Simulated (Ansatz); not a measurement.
Computed with Ansatz on PBE0-D4/def2-TZVP structures; ΔE is electronic, products minus reactants. CCSD(T)/CBS is the MP2 limit (def2-TZVPP, def2-QZVPP) plus CCSD(T) − MP2 in def2-TZVPP, frozen cores. This one scheme is used for every species. Functionals use def2-TZVPP. For Se outer-core shells are correlated without core-valence functions, which leaves a few kJ/mol of doubt a bond. Scalar relativity is left out up to krypton. Each species was taken in one conformer, which may not be the lowest.

Consider the formal exchange of groups at the Si–H bond: `[NH]1[AlH][SiH2]1` + `OC[SeH]` → `[SeH][SiH]1[NH][AlH]1` + CH₃OH.

| species | revPBE-D4 energy (Eh) |
| --- | --- |
| `[NH]1[AlH][SiH2]1` | -588.99860 |
| `OC[SeH]` | -2517.10544 |
| `[SeH][SiH]1[NH][AlH]1` | -2990.40241 |
| CH₃OH | -115.74268 |

Work out ΔE.

ΔE = (-2990.40241) + (-115.74268) − (-588.99860) − (-2517.10544) = -0.04105 Eh = -107.8 kJ/mol. CCSD(T)/CBS gives -115.8 kJ/mol.

What do rigid-rotor, harmonic-oscillator terms from PBE0-D4/def2-TZVP frequencies (298.15 K, 1 bar) make of the CCSD(T)/CBS value? (An estimate is asked.)

Ansatz gave: ΔZPE = +5.6 kJ/mol, ΔH = -108.2 kJ/mol, ΔS = 5 J/(mol·K), ΔG = -109.8 kJ/mol.

Largest T1 diagnostic among the species: 0.015.

Leaving LDA and LC-ωPBE aside and taking each functional with its dispersion term where it has one, the values, not all of them listed here, spread over 10.9 kJ/mol, from BHLYP-D4 to BLYP-D4. From r2SCAN to r2SCAN0 (25 % exact exchange), in def2-TZVPP and without D4, ΔE moves by −3.6 kJ/mol.
